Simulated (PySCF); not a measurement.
**GeF₂: PBE0 against B3LYP**

Base calculation in PySCF with density fitting and no spin–orbit coupling, PBE0/def2-TZVP (no relativity): singlet, C2v, Ge–F 1.745 Å (×2); F–Ge–F 97.1°; wavenumbers 259, 667, 694 cm⁻¹; dipole moment 2.47 D, gap between the highest occupied and lowest empty levels 6.36 eV, polar-tensor charge of Ge 1.24 e, atomisation energy (no zero-point energy) 1050 kJ/mol.

What changes on going to B3LYP/def2-TZVP (no relativity)?

The point group stays the same. Changes: mean bond to Ge +0.013 Å, smallest bond angle +0.3 degrees, highest wavenumber -20 cm⁻¹, lowest wavenumber -7 cm⁻¹, dipole moment +0.17 D, gap between the highest occupied and lowest empty levels -0.43 eV, polar-tensor charge of Ge 0.00 e, atomisation energy (no zero-point energy) +15 kJ/mol. The new structure has Ge–F 1.758 Å (×2); F–Ge–F 97.4°, with wavenumbers 252, 647, 674 cm⁻¹.

The structures come from searches over a few start shapes, so lower isomers are not excluded.
